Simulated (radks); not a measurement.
Values are calculated unless marked as measured or tabulated.
Task: Orbital eigenvalues (eV) of neutral holmium, [Xe] 4f11 6s2, of relativity; Dirac values are averaged over j with weights 2j + 1. Spin-unpolarised spherical Kohn-Sham, PBE, point nucleus unless stated (finite: rms radius 5.2022 fm), a radial shooting solver on a logarithmic mesh with Libxc functionals. A level marked "c x" has the speed of light scaled by that factor and shares open shells by 2j + 1; other Dirac levels either fill j = l - 1/2 first or share by 2j + 1.

| shell | non-rel. |
|---|---|
| 3s | -1846.0 |
| 3p | -1672.3 |
| 3d | -1348.8 |
| 4s | -354.36 |
| 4p | -285.09 |
| 4d | -160.84 |
| 5s | -42.937 |
| 5p | -24.884 |
| 4f | -7.1851 |
| 6s | -3.5220 |
| 5d (empty) | -1.7621 |
| 6p (empty) | -1.3286 |

Give the values at the level "Dirac, 2j+1 shares, finite nucleus".

Result: 
shell       Dirac, 2j+1 shares, finite nucleus  change of magnitude (%)
3s                                     -2069.4                   +12.10
3p                                     -1754.8                    +4.93
3d                                     -1336.5                    -0.91
4s                                     -408.73                   +15.35
4p                                     -304.39                    +6.77
4d                                     -158.86                    -1.23
5s                                     -50.274                   +17.09
5p                                     -26.091                    +4.85
4f                                     -3.1343                   -56.38
6s                                     -3.7900                    +7.61
5d (empty)                             -1.0509                   -40.36
6p (empty)                             -1.1597                   -12.71
